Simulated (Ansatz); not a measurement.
Reaction (substitution at a C–C bond): `CC(C)C` + `CC(C)[O][Ge][OH]` → `CC(C)[O][Ge][O]C(C)C` + CH₄

Program: Ansatz. Geometries: PBE0-D4/def2-TZVP. ΔE: electronic, gas phase. CCSD(T)/CBS adds triple-zeta CCSD(T) − MP2 to the extrapolated MP2 energy (def2 sets, frozen cores). This one scheme is used for every species. DFT in def2-TZVPP. B3LYP here is the variant with VWN-RPA as its local correlation; programs differ in this. For Ge outer-core shells are correlated without core-valence functions, which leaves a few kJ/mol of doubt a bond. Scalar relativity is left out up to krypton. Each species was taken in one conformer, which may not be the lowest.

CCSD(T)/CBS gives +17.5 kJ/mol.

Question: Another level gave +17.3 kJ/mol. Which?
A. r2SCAN-D4/def2-TZVPP
B. PBE0/def2-TZVPP
C. B3LYP-D4/def2-TZVPP
D. CCSD/def2-TZVPP

Answer: D. CCSD/def2-TZVPP 17.3, B3LYP-D4 7.9, PBE0 21.7, r2SCAN-D4 12.5 kJ/mol.

Largest T1 diagnostic among the species: 0.014.

From PBE to PBE0 (25 % exact exchange), in def2-TZVPP and without D4, ΔE moves by +3.4 kJ/mol. The D4 term adds −6.3 kJ/mol with B3LYP and −4.5 kJ/mol with PBE0; it sums over pairs of atoms, weighted by their polarisabilities, and B3LYP, whose exchange is more repulsive, gets the larger term.
